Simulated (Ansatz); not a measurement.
`C[SiH2]C[SiH2]O` + `[OH][GeH3]` → `O[SiH2][CH2][GeH2][OH]` + `C[SiH3]`  (formal exchange of groups at a C–Si bond)

Calculated with Ansatz (gas phase, PBE0-D4/def2-TZVP geometries, no zero-point term in ΔE). CBS: MP2 limit from def2 TZ/QZ plus the TZ coupled-cluster correction, frozen cores. This one scheme is used for every species. For Ge outer-core shells are correlated without core-valence functions, which leaves a few kJ/mol of doubt a bond. Scalar relativity is left out up to krypton. One conformer a species, not always the lowest.

| level | ΔE (kJ/mol) |
| --- | --- |
| CCSD(T)/def2-TZVPP | -18.1 |
| SCS-MP2/def2-QZVPP | -15.8 |

**Question.** What does CCSD(T)/CBS give? (Estimate.)

**Answer.** Ansatz gave: -17.3 kJ/mol. The listed levels differ from it by -0.8, 1.5 kJ/mol.

Largest T1 diagnostic among the species: 0.011.

In def2-TZVPP, CCSD(T) changes the Hartree–Fock value by −7.6 kJ/mol (the triples alone add −1.1 kJ/mol) and MP2 by −8.1 kJ/mol.
